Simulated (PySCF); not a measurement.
## Radial density of Hf(48+) (hafnium, charge +48)

M06, [Ar] 3d6, high-spin 5D determinant. Computed with PySCF 2.14 in an even-tempered Gaussian basis (16 s from 11 bohr⁻², ratio 2.5; 10 p from 14 bohr⁻², ratio 2.5; 7 d from 14 bohr⁻², ratio 2.5; 4 f from 55 bohr⁻², ratio 2.7; 3 g from 82 bohr⁻², ratio 2.7), with no relativity, point nucleus.

| r (bohr) | 4πr²ρ (e/bohr) | 4πr²(ρα − ρβ) |
| --- | --- | --- |
| 0.000400 | 0.5061 | 0.0000 |
| 0.000673 | 1.377 | 0.0000 |
| 0.00113 | 3.647 | 0.0000 |
| 0.00191 | 9.233 | 0.0001 |
| 0.00320 | 21.68 | 0.0002 |
| 0.00539 | 44.84 | 0.0003 |
| 0.00907 | 75.28 | 0.0007 |
| 0.0153 | 92.01 | 0.0069 |
| 0.0257 | 83.56 | 0.1113 |
| 0.0431 | 101.4 | 1.1910 |
| 0.0726 | 115.9 | 7.6155 |
| 0.122 | 76.50 | 21.9404 |
| 0.205 | 76.53 | 18.0948 |
| 0.345 | 10.48 | 1.9004 |
| 0.581 | 0.07182 | 0.0115 |

A non-relativistic calculation at this Z misses sizeable relativistic shifts. Spin-orbit coupling is strong in this species (close to jj coupling), so the high-spin LS determinant is a model state, not a physical level.
